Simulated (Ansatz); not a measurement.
Reaction (formal exchange of groups at the Sn–C bond): `C[C](=O)[SnH3]` + `CCC[S][AlH2]` → `[AlH2][S][SnH3]` + `CCCC(C)=O`

Program: Ansatz. Geometries: PBE0-D4/def2-TZVP. ΔE: electronic, gas phase. CCSD(T)/CBS adds triple-zeta CCSD(T) − MP2 to the extrapolated MP2 energy (def2 sets, frozen cores). DFT in def2-TZVPP. B3LYP here is the variant with VWN-RPA as its local correlation; programs differ in this. Elements past krypton have def2 core potentials. For Sn outer-core shells are correlated without core-valence functions, which leaves a few kJ/mol of doubt a bond. Each species was taken in one conformer, which may not be the lowest.

```
             level  ΔE (kcal/mol)  difference from CCSD(T)/CBS
           PBE0-D4          -31.8                          0.9
          B3LYP-D4          -30.1                          2.6
             B3LYP          -29.6                          3.1
    MP2/def2-TZVPP          -32.9                         -0.2
SCS-MP2/def2-TZVPP          -32.4                          0.3
   CCSD/def2-TZVPP          -32.8                         -0.1
CCSD(T)/def2-TZVPP          -31.9                          0.8
     HF/def2-QZVPP          -36.6                         -3.9
SCS-MP2/def2-QZVPP          -32.9                         -0.2
    CCSD/CBS(def2)          -33.6                         -0.9
       CCSD(T)/CBS          -32.7                            0
```

Largest T1 diagnostic among the species: 0.015.

From PBE to PBE0 (25 % exact exchange), in def2-TZVPP and without D4, ΔE moves by −3.4 kcal/mol. In def2-TZVPP, CCSD(T) changes the Hartree–Fock value by +4.6 kcal/mol (the triples alone add +0.9 kcal/mol) and MP2 by +3.6 kcal/mol.
